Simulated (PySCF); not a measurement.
Sn(Cl)(NMe2) (C2H6ClNSn), SMILES [N]([Sn][Cl])(C)C (connectivity only; charge and spin as stated), neutral, multiplicity 1. Atoms are numbered in the order given.

```xyz
11

Sn     0.7435    -0.3150     0.0000
Cl    -1.1010    -1.9052     0.0000
N     -0.4255     1.3855     0.0000
C      0.2218     2.6804     0.0000
C     -1.8702     1.4605     0.0000
H     -0.0555     3.2797    -0.8905
H     -0.0555     3.2797     0.8905
H      1.3208     2.5764     0.0000
H     -2.2444     2.0042     0.8908
H     -2.2444     2.0042    -0.8908
H     -2.3073     0.4528     0.0000
```

The structure is a stationary point at B3LYP-D3(BJ)/def2-SVP. The def2 effective core potentials stand for the cores of Sn; spin–orbit coupling is left out. Other conformers were not sampled.

Calculation: r2SCAN/def2-TZVP run with PySCF.

ESP charges are fitted to the potential on shells at 1.4 to 2.0 van der Waals radii. Atomic charges (e):

| atom | Mulliken | ESP fit | Löwdin |
|---|---|---|---|
| Sn1 | 0.59 | ? | 0.24 |
| Cl2 | -0.44 | ? | -0.09 |
| N3 | -0.37 | 0.17 | -0.12 |
| C4 | -0.21 | -0.49 | -0.36 |
| C5 | -0.23 | -0.40 | -0.35 |
| H6 | 0.11 | ? | 0.11 |
| H7 | 0.11 | ? | 0.11 |
| H8 | 0.10 | ? | 0.11 |
| H9 | 0.10 | ? | 0.11 |
| H10 | 0.10 | ? | 0.11 |
| H11 | 0.14 | ? | 0.11 |

**Question.** Complete the blanks. (An estimate is asked for; the answer gives what the named calculation found.)

**Answer.** 
- Sn1, ESP fit: 0.21
- Cl2, ESP fit: -0.27
- H6, ESP fit: 0.14
- H7, ESP fit: 0.14
- H8, ESP fit: 0.14
- H9, ESP fit: 0.12
- H10, ESP fit: 0.12
- H11, ESP fit: 0.13
